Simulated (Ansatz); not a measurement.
A trace of molecular dynamics of F$_{2}$H$_{3}$NSi (7 atoms, charge 0, multiplicity 1).

Theory: RKS PBE0/cc-pVDZ in Ansatz.

| Property | Result |
| --- | --- |
| ensemble | NVE (velocity Verlet) |
| starting velocities drawn for | 300 K |
| seed | 8559 |

```json
{"time (fs)": "0", "T (K)": "300", "potential energy less start (eV)": "0.000", "conserved less start (meV/atom)": "0.00"}
{"time (fs)": "4", "T (K)": "185", "potential energy less start (eV)": "0.074", "conserved less start (meV/atom)": "0.05"}
{"time (fs)": "8", "T (K)": "150", "potential energy less start (eV)": "0.097", "conserved less start (meV/atom)": "0.04"}
{"time (fs)": "12", "T (K)": "108", "potential energy less start (eV)": "0.125", "conserved less start (meV/atom)": "0.06"}
{"time (fs)": "16", "T (K)": "118", "potential energy less start (eV)": "0.118", "conserved less start (meV/atom)": "0.06"}
{"time (fs)": "20", "T (K)": "171", "potential energy less start (eV)": "0.084", "conserved less start (meV/atom)": "0.06"}
{"time (fs)": "24", "T (K)": "203", "potential energy less start (eV)": "0.063", "conserved less start (meV/atom)": "0.09"}
{"time (fs)": "28", "T (K)": "535", "potential energy less start (eV)": "-0.151", "conserved less start (meV/atom)": "0.14"}
{"time (fs)": "32", "T (K)": "2041", "potential energy less start (eV)": "-1.125", "conserved less start (meV/atom)": "0.09"}
{"time (fs)": "36", "T (K)": "3900", "potential energy less start (eV)": "-2.329", "conserved less start (meV/atom)": "-0.41"}
{"time (fs)": "40", "T (K)": "3562", "potential energy less start (eV)": "-2.110", "conserved less start (meV/atom)": "-0.18"}
{"time (fs)": "44", "T (K)": "2693", "potential energy less start (eV)": "-1.547", "conserved less start (meV/atom)": "-0.13"}
{"time (fs)": "48", "T (K)": "1796", "potential energy less start (eV)": "-0.970", "conserved less start (meV/atom)": "-0.44"}
{"time (fs)": "52", "T (K)": "830", "potential energy less start (eV)": "-0.339", "conserved less start (meV/atom)": "0.43"}
{"time (fs)": "56", "T (K)": "2948", "potential energy less start (eV)": "-1.714", "conserved less start (meV/atom)": "-0.39"}
{"time (fs)": "60", "T (K)": "2718", "potential energy less start (eV)": "-1.563", "conserved less start (meV/atom)": "-0.02"}
{"time (fs)": "64", "T (K)": "3100", "potential energy less start (eV)": "-1.810", "conserved less start (meV/atom)": "-0.07"}
{"time (fs)": "68", "T (K)": "3449", "potential energy less start (eV)": "-2.039", "conserved less start (meV/atom)": "-0.55"}
{"time (fs)": "72", "T (K)": "1653", "potential energy less start (eV)": "-0.874", "conserved less start (meV/atom)": "0.08"}
{"time (fs)": "76", "T (K)": "824", "potential energy less start (eV)": "-0.338", "conserved less start (meV/atom)": "0.10"}
{"time (fs)": "80", "T (K)": "1334", "potential energy less start (eV)": "-0.667", "conserved less start (meV/atom)": "0.18"}
{"time (fs)": "84", "T (K)": "3524", "potential energy less start (eV)": "-2.085", "conserved less start (meV/atom)": "-0.23"}
{"time (fs)": "88", "T (K)": "4004", "potential energy less start (eV)": "-2.397", "conserved less start (meV/atom)": "-0.37"}
{"time (fs)": "92", "T (K)": "2624", "potential energy less start (eV)": "-1.501", "conserved less start (meV/atom)": "0.08"}
{"time (fs)": "96", "T (K)": "2677", "potential energy less start (eV)": "-1.537", "conserved less start (meV/atom)": "-0.20"}
{"time (fs)": "100", "T (K)": "1913", "potential energy less start (eV)": "-1.045", "conserved less start (meV/atom)": "-0.36"}
```

Question: Is this trajectory sound?

Answer: The conserved energy stayed within 0.69 meV per atom of its start (net change -0.36 meV per atom), so the integration is sound. The kinetic energy rose, since the run started high on the potential surface and went downhill. A run of 0.1 ps of so small a system gives no equilibrium averages. The orbitals stay closed-shell, which can raise the energy where a bond breaks towards radicals; this wasn't checked here. The time step was 0.5 fs.

The run took 4.6 min on 2 threads of Arm Neoverse V1, on a shared host, peak memory 0.14 GiB.
